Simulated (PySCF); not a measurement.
Computed shifts of a molecule C4H5BO2, PBE0/pcSseg-1 in PySCF, GIAO, gas phase, equivalent atoms averaged, in ppm (number of nuclei): ¹³C: 240.1 (1), 107.2 (1), 90.9 (1), 36.1 (1). ¹H: 6.03 (1), 3.18 (1), 2.62 (3). References: ¹³C against TMS (σ = 186.3 ppm); ¹¹B against BF3 (σ = 88.8 ppm); ¹⁷O against H2O (σ = 334.2 ppm); ¹H against TMS (σ = 31.56 ppm), references at their B3LYP-D3(BJ)/def2-TZVP geometries, non-relativistic. Coordinates come from a r2SCAN-D4/def2-SVP optimisation. One conformer was computed; it need not be the lowest.

Q: Pick the molecule that these values belong to.
A) O=C1C=CB(O)C1
B) C=CC1=COB1O
C) C#CC1OB(C)O1
D) C#CB(O)C(C)=O

A: D, C#CB(O)C(C)=O
